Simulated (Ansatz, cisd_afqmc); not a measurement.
System: BH2Br, charge 0, singlet. BH2Br (bromoborane, SMILES BBr).
B3LYP-D3(BJ)/def2-TZVP minimum from Ansatz (a quantum-chemistry and plane-wave program):
```
B
H 1 1.1835
H 1 1.1835 2 124.48
Br 1 1.9031 2 117.76 3 -180.00
```
Charge 0, spin multiplicity 1.

Total energies in cc-pVDZ, 12 correlated electrons, 15 frozen orbitals. Open shells are spin-unrestricted; no spin-orbit coupling. Correlated methods leave the cores frozen (noble-gas shells, and filled d and f shells in the p block). No relativity. AFQMC/CISD: phaseless, guided by CISD from CCSD amplitudes; bars are statistical, one sigma. Outlying blocks are dropped, and bars are widened where a walk drifts. Over all cases where full CI ran beside it in this data, AFQMC minus full CI had a median of +0.1 mEh and passed +0.4 mEh in a tenth of the cases. Spin-orbit terms, left out, reach several kcal/mol for Br and I, and more for heavier atoms.

```
method         program          energy (Eh)  minus CCSDTQ (mEh)
----------  ----------  -------------------  ------------------
HF              Ansatz          -2598.25100              234.35
MP2             Ansatz          -2598.45190               33.46
CCSD            Ansatz          -2598.47904                6.31
CCSD(T)         Ansatz          -2598.48438                0.97
CCSDT(Q)        Ansatz          -2598.48537               -0.02
CCSDTQ          Ansatz          -2598.48535                0.00
AFQMC/CISD  cisd_afqmc  -2598.4852 ± 0.0002           0.2 ± 0.2
```

Rough core times of Ansatz's runs on a shared machine: CCSD(T) under 20 s, CCSDT(Q) under 20 s, CCSDTQ 5 min.
